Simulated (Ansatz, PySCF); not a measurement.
Molecule: C$_{5}$H$_{3}$O$_{2}$ (charge 0, doublet). It need not be the lowest isomer of its formula. 
Geometry from a B3LYP-D3(BJ)/def2-TZVP (Ansatz, a first-principles code) optimisation:
```xyz
10

C     -1.9738     0.2270     0.2616
C     -1.6109    -1.0853     0.2872
O     -0.3254    -1.2972     0.1205
C      0.2487    -0.0316    -0.0328
C     -0.7404     0.9101     0.0503
C      1.6807     0.0231    -0.2353
O      2.2930     1.0585    -0.3806
H     -2.9591     0.6405     0.3748
H     -0.5884     1.9735    -0.0325
H      2.1817    -0.9634    -0.2479
```
Charge 0, spin multiplicity 2.

Total electronic energies in hartree. Valence correlation only, unless marked. UHF or UKS for open shells. Spin-orbit coupling is left out. No relativistic terms. CBS marks a two-point X^-3 extrapolation of the correlation energy; Hartree-Fock from the larger set. The bracket is a focal-point correction in the basis named.

The UHF reference is spin-contaminated (<S^2> 0.57 over the pure value in the largest basis). 

```
level                                                     program  energy (Eh)
-------------------------------------------------  --------------  -----------
SVWN5/def2-TZVPD                                           Ansatz   -339.98667
B97M-V/def2-TZVPD                                          Ansatz          ___
B3LYP-D3(BJ)/def2-TZVPD                            Ansatz + dftd3   -342.80425
B3LYP-D4/def2-TZVPD                                Ansatz + dftd4   -342.80366
B3LYP/def2-TZVPD                                            PySCF   -342.78963
PBE0/def2-SVP                                              Ansatz   -342.01847
BHLYP/def2-TZVPD                                           Ansatz   -342.59188
TPSSh-D4/def2-TZVPD                                 PySCF + dftd4   -342.81558
r2SCAN0/def2-TZVPD                                         Ansatz   -342.55908
CAM-B3LYP-D4/def2-TZVPD                            Ansatz + dftd4   -342.64054
CAM-B3LYP/def2-TZVPD                                       Ansatz   -342.63320
wB97M-V/def2-TZVPD                                         Ansatz   -342.67724
B2GP-PLYP-D3(BJ)/def2-TZVPD                        Ansatz + dftd3   -342.46029
B2GP-PLYP/def2-TZVPD                                       Ansatz   -342.45523
B2PLYP-D4/def2-TZVPD                               Ansatz + dftd4   -342.53200
MP2/6-31G*                                                 Ansatz   -341.61833
RI-MP2/cc-pVTZ                                             Ansatz   -341.98457
RI-MP2/CBS(cc-pVTZ,cc-pVQZ)                                Ansatz    -342.1508
SCS-MP2/cc-pVDZ                                            Ansatz   -341.62789
CCSD/STO-3G                                                Ansatz   -336.75528
CCSD(T)/6-31G*                                             Ansatz   -341.71717
RI-MP2/CBS(cc-pVTZ,cc-pVQZ)+[CCSD(T)-MP2]/cc-pVDZ          Ansatz    -342.2521
RI-MP2/CBS(cc-pVTZ,cc-pVQZ)+[CCSD(T)-MP2]/cc-pVTZ          Ansatz    -342.2579
```

**Question.** Some entries are withheld; supply them.

**Answer.** 
- B97M-V/def2-TZVPD, energy (Eh): -342.75370
